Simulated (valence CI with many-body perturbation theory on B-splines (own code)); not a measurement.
Values are calculated unless marked as measured or tabulated.
## Level structure of Ce²⁷⁺

Level of theory: configuration interaction combined with many-body perturbation theory (CI+MBPT): three valence electrons over a frozen Dirac-Fock core [Ar] 3d10, radial functions for each j: 11 s, 11 p, 10 d, 8 f, 5 g, 2 h, with the one-electron correlation potential Σ1, the two-electron term Σ2, the three-electron term Σ3, Breit, model QED; selected CI, second order for the rest, scaled by the run's own slope (own B-spline code, finite nucleus).

The last digits are not significant, and no measured levels were compared; by estimate large intervals hold to a few tenths of a per cent, small ones and those within an open d or f shell to about a per cent.

Levels 46 to 90 of 178, with energies above the lowest level, (4s^2 4p1/2) J=1/2. "Leading %" is the weight of the configuration and term that name the level; weights of strongly mixed levels are sums over their largest components and can fall short. In the jj column 3d3/2^4 stands for four electrons in 3d with j = 3/2.

```csv
No.,Configuration,Term,J,E (cm⁻¹),Leading %,g,Second component,Leading jj
46,4p²4d,⁴F,3/2,2171500,35,0.967,33 % 4p²4d ²P,4p1/2 4p3/2 4d3/2 (94 %)
47,4p²4d,²G,7/2,2173000,38,1.069,31 % 4p²4d ²F,4p1/2 4p3/2 4d3/2 (86 %)
48,4p²4d,⁴D,1/2,2175200,83,0.136,14 % 4p²4d ²P,4p1/2 4p3/2 4d3/2 (98 %)
49,4p²4d,⁴D,7/2,2203100,41,1.301,40 % 4p²4d ⁴F,4p1/2 4p3/2 4d5/2 (96 %)
50,4p²4d,²G,9/2,2224800,53,1.207,43 % 4p²4d ⁴F,4p1/2 4p3/2 4d5/2 (94 %)
51,4p²4d,²P,3/2,2235300,36,1.149,36 % 4p²4d ⁴D,4p1/2 4p3/2 4d5/2 (72 %)
52,4p²4d,⁴P,5/2,2237500,26,1.213,21 % 4p²4d ⁴F,4p1/2 4p3/2 4d5/2 (70 %)
53,4p²4d,²D,5/2,2262400,39,1.277,24 % 4p²4d ⁴D,4p1/2 4p3/2 4d3/2 (48 %)
54,4p²4d,⁴P,3/2,2265500,46,1.421,34 % 4p²4d ²P,4p1/2 4p3/2 4d3/2 (69 %)
55,4p²4d,²G,7/2,2268500,33,1.077,25 % 4p²4d ²F,4p1/2 4p3/2 4d5/2 (70 %)
56,4p²4d,⁴P,1/2,2269600,44,1.919,27 % 4p²4d ²S,4p1/2 4p3/2 4d3/2 (89 %)
57,4p²4d,²D,5/2,2293600,38,1.122,26 % 4p²4d ²F,4p1/2 4p3/2 4d5/2 (60 %)
58,4p²4d,²D,3/2,2325600,72,0.872,9 % 4p²4d ²P,4p1/2 4p3/2 4d5/2 (81 %)
59,4p²4d,²P,1/2,2331900,70,0.962,23 % 4p²4d ²S,4p1/2 4p3/2 4d5/2 (86 %)
60,4s4p4f,⁴G,5/2,2391600,70,0.702,16 % 4s4p4f ⁴F,4s 4p1/2 4f5/2 (88 %)
61,4p²4d,⁴F,9/2,2399200,26,1.219,22 % 4p²4d ²G,4p3/2^2 4d5/2 (47 %)
62,4s4p4f,⁴G,7/2,2399700,47,1.081,27 % 4s4p4f ⁴F,4s 4p1/2 4f7/2 (50 %)
63,4p²4d,⁴D,7/2,2405100,44,1.277,27 % 4p²4d ²F,4p3/2^2 4d5/2 (84 %)
64,4p²4d,²P,1/2,2412500,58,1.037,22 % 4p²4d ⁴P,4p3/2^2 4d3/2 (57 %)
65,4s4p4f,⁴F,3/2,2412900,29,0.811,12 % 4p²4d ⁴P,4s 4p1/2 4f5/2 (43 %)
66,4s4p4f,⁴D,5/2,2414400,14,1.156,13 % 4s4p4f ⁴F,4p3/2^2 4d3/2 (40 %)
67,4s4p4f,²F,7/2,2419200,29,1.204,27 % 4s4p4f ⁴D,4s 4p1/2 4f7/2 (48 %)
68,4s4p4f,⁴F,3/2,2425800,30,0.897,19 % 4p²4d ²D,4p3/2^2 4d3/2 (53 %)
69,4s4p4f,⁴F,5/2,2434500,23,1.115,11 % 4p²4d ⁴P,4s 4p1/2 4f5/2 (33 %)
70,4p²4d,⁴F,9/2,2437900,29,1.223,27 % 4s4p4f ⁴G,4s 4p1/2 4f7/2 (53 %)
71,4p²4d,²F,7/2,2451100,23,1.146,17 % 4s4p4f ⁴D,4s 4p1/2 4f7/2 (42 %)
72,4s4p4f,²G,7/2,2477900,52,0.964,15 % 4p²4d ²F,4s 4p1/2 4f5/2 (31 %)
73,4p²4d,²S,1/2,2489300,41,1.937,31 % 4p²4d ⁴P,4p3/2^2 4d5/2 (58 %)
74,4p²4d,²D,3/2,2494400,37,1.083,37 % 4p²4d ²P,4p3/2^2 4d3/2 (53 %)
75,4s4p4f,²F,5/2,2495900,34,1.003,24 % 4s4p4f ²D,4s 4p1/2 4f7/2 (39 %)
76,4p²4d,²D,5/2,2512700,76,1.192,8 % 4p²4d ⁴D,4p3/2^2 4d5/2 (86 %)
77,4s4d²,⁴F,3/2,2524900,75,0.527,6 % 4s4p4f ⁴D,4s 4d3/2^2 (56 %)
78,4p²4d,²D,3/2,2527200,44,0.928,9 % 4s4p4f ²D,4p3/2^2 4d5/2 (37 %)
79,4s4d²,⁴F,5/2,2530000,74,1.073,10 % 4s4p4f ⁴D,4s 4d3/2 4d5/2 (48 %)
80,4s4d²,⁴F,7/2,2539800,77,1.233,10 % 4s4p4f ⁴D,4s 4d3/2 4d5/2 (69 %)
81,4p²4d,²D,5/2,2540400,37,1.139,10 % 4p²4d ⁴P,4p3/2^2 4d5/2 (64 %)
82,4s4d²,⁴F,9/2,2558900,65,1.295,20 % 4s4p4f ⁴G,4s 4d5/2^2 (55 %)
83,4s4d²,⁴P,1/2,2561100,93,2.618,,4s 4d3/2^2 (56 %)
84,4s4d²,²G,9/2,2572800,48,1.136,20 % 4s4p4f ²G,4s 4d3/2 4d5/2 (40 %)
85,4s4d²,⁴P,3/2,2575000,94,1.684,,4s 4d3/2 4d5/2 (93 %)
86,4s4d²,⁴P,5/2,2577800,69,1.460,18 % 4s4d² ²D,4s 4d3/2 4d5/2 (68 %)
87,4s4d²,²G,7/2,2597400,50,0.943,24 % 4s4p4f ²G,4s 4d3/2 4d5/2 (37 %)
88,4s4p4f,⁴G,11/2,2603000,100,1.271,,4s 4p3/2 4f7/2 (100 %)
89,4s4d²,²D,3/2,2606800,56,0.828,9 % 4s4p4f ⁴F,4s 4d3/2 4d5/2 (30 %)
90,4s4p4f,⁴F,5/2,2617700,24,1.187,24 % 4s4d² ²D,4s 4p3/2 4f5/2 (45 %)
```

Where two levels of one J and parity lie close, their mixing, g and order are uncertain.
